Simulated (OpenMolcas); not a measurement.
# Levels of Ar VI by method

```yaml
Program: OpenMolcas
Basis: ANO-RCC-VQZP [6s5p3d2f1g]
Scalar_Hamiltonian: DKH2, point nucleus
Active_space: 3 electrons in 9 orbitals (RAS2 3s 3p; RAS3 3d, at most 2 electrons)
State_averaging: 2S+1 = 4 odd, 1 root; 2S+1 = 2 odd, 11 roots; 2S+1 = 4 even, 3 roots; 2S+1 = 2 even, 9 roots
Spin-orbit_coupling: state interaction with AMFI integrals over the reference wave functions, term energies averaged over their components
```

Methods on the same reference wave functions:
A. RASSCF
B. SS-RASPT2, IPEA 0.25 Eh, imaginary shift 0.1 Eh (closed shells correlated: 2s 2p)
C. MS-RASPT2, IPEA 0.25 Eh, imaginary shift 0.1 Eh (closed shells correlated: 2s 2p)

Energies in eV above 3s² 3p ²P°_1/2, the measured ground level; measured values from Saloman, J. Phys. Chem. Ref. Data 39, 033101 (2010).

| Level | A | B | C | Measured |
| --- | --- | --- | --- | --- |
| 3s² 3p ²P°_1/2 | 0.0000 | 0.0000 | 0.0000 | 0.0000 |
| 3s² 3p ²P°_3/2 | 0.2441 | 0.2441 | 0.2447 | 0.2737 |
| 3s 3p² ⁴P_1/2 | 12.0623 | 12.305 | 12.308 | 12.4179 |
| 3s 3p² ⁴P_3/2 | 12.1504 | 12.393 | 12.396 | 12.5171 |
| 3s 3p² ⁴P_5/2 | 12.2896 | 12.533 | 12.535 | 12.6701 |
| 3s 3p² ²D_3/2 | 16.7175 | 16.641 | 16.643 | 16.4233 |
| 3s 3p² ²D_5/2 | 16.7251 | 16.648 | 16.651 | 16.4372 |
| 3s 3p² ²S_1/2 | 21.5536 | 21.167 | 21.170 | 21.0530 |
| 3s 3p² ²P_1/2 | 23.1694 | 22.865 | 22.867 | 22.5877 |
| 3s 3p² ²P_3/2 | 23.3249 | 23.021 | 23.023 | 22.7607 |

Deviations, from unrounded energies. A percentage is the sum of absolute deviations over the sum of measured energies, with the sign that they share, or ± where signs differ.

```tsv
Against measurement	Levels	A	B	C
mean absolute deviation (cm-1)	9	3000	1300	1300
fine structure of the ground term (%)	1	-10.8	-10.8	-10.6
other configurations (%)	8	±2.4	±1.1	±1.1
```

B, C lie about equally close to measurement and A furthest from it. The largest miss of B in the table is 3s 3p² ²P_1/2, by +2200 cm-1. The ranking rests on the paired levels alone, and a cruder setting can come out closer through cancelling errors.

Between B and C the level of the table that moves most is 3s 3p² ²S_1/2, by 21 cm-1 (lowest in B, highest in C).

The lowest spin-free term lies below A's lowest term by 0.076 hartree in B, 0.076 hartree in C.

Active for correlation alone: 3d; no level in the range computed is led by a configuration that fills it, so any true level of that kind is missing. Computed and measured levels are paired by configuration, term and J; levels that our copy of the source lacks, or whose pairing is in doubt (as where it misses far off the trend of its configuration), stay unpaired and out of the deviations. Only configurations of the active space appear. The table leaves out levels that lie high or whose names do not pair safely across all columns.

° marks odd parity.
